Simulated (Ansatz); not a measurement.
Species: sum formula Si$_{2}$N$_{2}$H$_{8}$, net charge 0, singlet state. 
Coordinates optimised at B3LYP-D3(BJ)/def2-TZVP (Ansatz, a quantum-chemistry and plane-wave program):
SMILES: N[SiH2][SiH2]N
```xyz
12

N     -1.5628     0.1500     1.1628
Si    -1.1791    -0.3618    -0.4480
Si     1.1313     0.0320    -0.6641
N      1.6528     0.4706     0.9295
H     -2.4916     0.0239     1.5356
H     -1.1507     1.0057     1.5034
H     -1.5239    -1.8019    -0.5579
H     -1.9335     0.3221    -1.5390
H      1.4325     1.1718    -1.5668
H      1.8131    -1.1530    -1.2625
H      2.6048     0.7575     1.0990
H      1.2889    -0.0520     1.7122
```

Computed values are from Ansatz. Valence correlation only, unless marked. UHF or UKS for open shells. No spin-orbit coupling. No relativistic terms. CBS(X,Y): correlation extrapolated as X^-3; Hartree-Fock from the larger set. The bracket is a focal-point correction in the basis named.

**Question.** What is the atomisation energy De at CCSD(T)/CBS(aug-cc-pV(T+d)Z,aug-cc-pV(Q+d)Z)?

**Answer.** 921.9 kcal/mol.

**Question.** What is the dipole moment at CCSD(T)/aug-cc-pV(D+d)Z?

**Answer.** 1.48 D.

**Question.** What is the total energy at CCSD(T)/CBS(aug-cc-pV(T+d)Z,aug-cc-pV(Q+d)Z)?

**Answer.** -692.4073 Eh.

**Question.** What is the vertical ionisation energy (to the doublet) at RI-MP2/CBS(aug-cc-pV(T+d)Z,aug-cc-pV(Q+d)Z)+[CCSD(T)-MP2]/aug-cc-pV(T+d)Z?

**Answer.** 9.75 eV.

**Question.** What is the T1 diagnostic at CCSD/aug-cc-pV(Q+d)Z?

**Answer.** 0.011.
